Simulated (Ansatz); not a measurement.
Consider the cleavage of the Ge–Ge bond: `[CH3][GeH]([F])[GeH3]` + `[SiH3]S` → `[SiH3][S][GeH3]` + `[CH3][GeH2][F]`.

Program: Ansatz. Geometries: PBE0-D4/def2-TZVP. ΔE: electronic, gas phase. CBS: MP2 limit from def2 TZ/QZ plus the TZ coupled-cluster correction, frozen cores. Functionals use def2-TZVPP. For Ge outer-core shells are correlated without core-valence functions, which leaves a few kJ/mol of doubt a bond. Scalar relativity is left out up to krypton.

| species | PBE energy (Eh) |
| --- | --- |
| `[CH3][GeH]([F])[GeH3]` | -4295.48020 |
| `[SiH3]S` | -689.79607 |
| `[SiH3][S][GeH3]` | -2767.69813 |
| `[CH3][GeH2][F]` | -2217.58373 |

Work out ΔE.

ΔE = (-2767.69813) + (-2217.58373) − (-4295.48020) − (-689.79607) = -0.00559 Eh = -14.7 kJ/mol. CCSD(T)/CBS gives -23.2 kJ/mol.

Largest T1 diagnostic among the species: 0.012.

From PBE to PBE0 (25 % exact exchange), in def2-TZVPP and without D4, ΔE moves by −4.4 kJ/mol. In def2-TZVPP, CCSD(T) changes the Hartree–Fock value by +9.2 kJ/mol (the triples alone add −0.7 kJ/mol) and MP2 by +3.5 kJ/mol.
